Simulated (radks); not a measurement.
Excited configurations of C III: one electron is placed in a higher orbital outside [He] 2s1. The ground configuration is [He] 2s2. Method: non-relativistic Kohn-Sham, r2SCAN, spin-polarised, spherical densities, point nucleus; open shells are filled with parallel spins first; meta-GGA in the generalised Kohn-Sham scheme; computed with a radial shooting solver on a logarithmic mesh with Libxc functionals. Excitation = E - E(ground); binding = E(ion) - E, where the ion is the core of charge +3; n* = 3/sqrt(2 binding) in atomic units, and the quantum defect is n - n*.

outer orbital	excitation (eV)	binding (eV)	quantum defect	eigenvalue (eV)
4d	38.555	8.066	0.104	-6.762
4f	39.083	7.538	-0.030	-6.101
5p	41.178	5.443	0.257	-4.746
5f	41.686	4.935	0.019	-4.160
6s	42.651	3.970	0.446	-3.479
6p	42.876	3.745	0.282	-3.274
7p	43.886	2.735	0.309	-2.395

The Delta-SCF ionisation energy is 46.621 eV (NIST Atomic Spectra Database: 47.888 eV, measured). Self-interaction in the functional shifts the binding energies and quantum defects, so they are the method's values and not measured ones.
